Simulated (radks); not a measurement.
The numbers below are computed, except where a source is named.
The silicon anion Si4-, [Ar], held by a Watson sphere: a shell of charge +4 at radius R that stands for the Madelung well of a crystal (potential energy -4/R inside, -4/r outside, in hartree with lengths in bohr). Code: a radial shooting solver on a logarithmic mesh with Libxc functionals. Model: non-relativistic Kohn-Sham, PBEsol, spin-polarised, spherical densities, point nucleus. Response by self-consistent Sternheimer equations with the Hartree and adiabatic LDA kernel. The sphere does not respond.

R (bohr) = 2.14: e(2p) (eV) -92.282; e(3s) (eV) -14.738; e(3p) (eV) -7.661; <r> 3p (bohr) 2.462; sum of <r^2> (bohr^2) 55.43; X-ray form factor at sin(theta)/lambda = 0.2 1/angstrom 10.124; alpha (bohr^3) 36.44
R (bohr) = 2.62: e(2p) (eV) -91.751; e(3s) (eV) -12.980; e(3p) (eV) -6.739; <r> 3p (bohr) 2.722; sum of <r^2> (bohr^2) 66.34; X-ray form factor at sin(theta)/lambda = 0.2 1/angstrom 9.721; alpha (bohr^3) 52.10
R (bohr) = 2.74: e(2p) (eV) -91.760; e(3s) (eV) -12.591; e(3p) (eV) -6.513; <r> 3p (bohr) 2.788; sum of <r^2> (bohr^2) 69.26; X-ray form factor at sin(theta)/lambda = 0.2 1/angstrom 9.649; alpha (bohr^3) 57.06
R (bohr) = 3.31: e(2p) (eV) -92.002; e(3s) (eV) -11.024; e(3p) (eV) -5.517; <r> 3p (bohr) 3.102; sum of <r^2> (bohr^2) 83.98; X-ray form factor at sin(theta)/lambda = 0.2 1/angstrom 9.445; alpha (bohr^3) 87.97
R (bohr) = 3.67: e(2p) (eV) -92.169; e(3s) (eV) -10.254; e(3p) (eV) -4.971; <r> 3p (bohr) 3.303; sum of <r^2> (bohr^2) 94.00; X-ray form factor at sin(theta)/lambda = 0.2 1/angstrom 9.407; alpha (bohr^3) 115.3
R (bohr) = 4.12: e(2p) (eV) -92.321; e(3s) (eV) -9.499; e(3p) (eV) -4.385; <r> 3p (bohr) 3.557; sum of <r^2> (bohr^2) 107.4; X-ray form factor at sin(theta)/lambda = 0.2 1/angstrom 9.421; alpha (bohr^3) 160.7
R (bohr) = 4.28: e(2p) (eV) -92.360; e(3s) (eV) -9.280; e(3p) (eV) -4.202; <r> 3p (bohr) 3.649; sum of <r^2> (bohr^2) 112.4; X-ray form factor at sin(theta)/lambda = 0.2 1/angstrom 9.436; alpha (bohr^3) 180.3
